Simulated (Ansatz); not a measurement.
Molecule: AsH5, net charge 0, singlet state. 
Coordinates optimised at B3LYP-D3(BJ)/def2-TZVP (Ansatz, a quantum-chemistry and plane-wave program):
```
As
H 1 1.5317
H 1 1.5317 2 120.00
H 1 1.5317 2 120.00 3 -180.00
H 1 1.6055 2 90.00 4 90.00
H 1 1.6055 2 90.00 5 -180.00
```
Charge 0, spin multiplicity 1.

Total electronic energies in hartree. Valence correlation only, unless marked. No spin-orbit coupling. The frozen core is the preceding noble-gas configuration, with the filled d and f shells of earlier blocks. Non-relativistic. FCI takes restricted orbitals. CBS marks a two-point X^-3 extrapolation of the correlation energy; Hartree-Fock from the larger set. [CCSD(T)-MP2]/basis is that difference in the basis named.

```json
[
 {"level": "RI-HF/def2-QZVPPD", "program": "Ansatz", "energy (Eh)": "-2237.01820"},
 {"level": "PBE/def2-TZVPD", "program": "Ansatz", "energy (Eh)": "-2238.40014"},
 {"level": "BLYP-D3(BJ)/def2-TZVPD", "program": "Ansatz + dftd3", "energy (Eh)": "-2238.78703"},
 {"level": "revPBE-D3(BJ)/def2-TZVPD", "program": "Ansatz + dftd3", "energy (Eh)": "-2238.58244"},
 {"level": "B97M-V/def2-TZVPD", "program": "Ansatz", "energy (Eh)": "(withheld)"},
 {"level": "PBE0-D4/def2-TZVP", "program": "Ansatz + dftd4", "energy (Eh)": "(withheld)"},
 {"level": "wB97X/def2-TZVPD", "program": "Ansatz", "energy (Eh)": "-2238.78738"},
 {"level": "RI-MP2/cc-pVQZ", "program": "Ansatz", "energy (Eh)": "-2237.22441"},
 {"level": "RI-MP2/def2-QZVPP", "program": "Ansatz", "energy (Eh)": "-2237.22484"},
 {"level": "RI-MP2/CBS(aug-cc-pVTZ,aug-cc-pVQZ)", "program": "Ansatz", "energy (Eh)": "-2237.2347"},
 {"level": "CCSD/def2-SVPD", "program": "Ansatz", "energy (Eh)": "-2236.89041"},
 {"level": "CCSD/def2-TZVPP", "program": "Ansatz", "energy (Eh)": "-2237.20118"},
 {"level": "FCI/STO-3G", "program": "Ansatz", "energy (Eh)": "-2212.07351"},
 {"level": "RI-MP2/CBS(def2-TZVPPD,def2-QZVPPD)+[CCSD(T)-MP2]/def2-QZVPPD", "program": "Ansatz", "energy (Eh)": "-2237.2738"},
 {"level": "CCSD(T)/CBS(def2-TZVPPD,def2-QZVPPD)", "program": "Ansatz", "energy (Eh)": "-2237.2724"}
]
```

**Question.** Complete the blanks.

**Answer.** 
- B97M-V/def2-TZVPD, energy (Eh): -2238.34535
- PBE0-D4/def2-TZVP, energy (Eh): -2238.47236
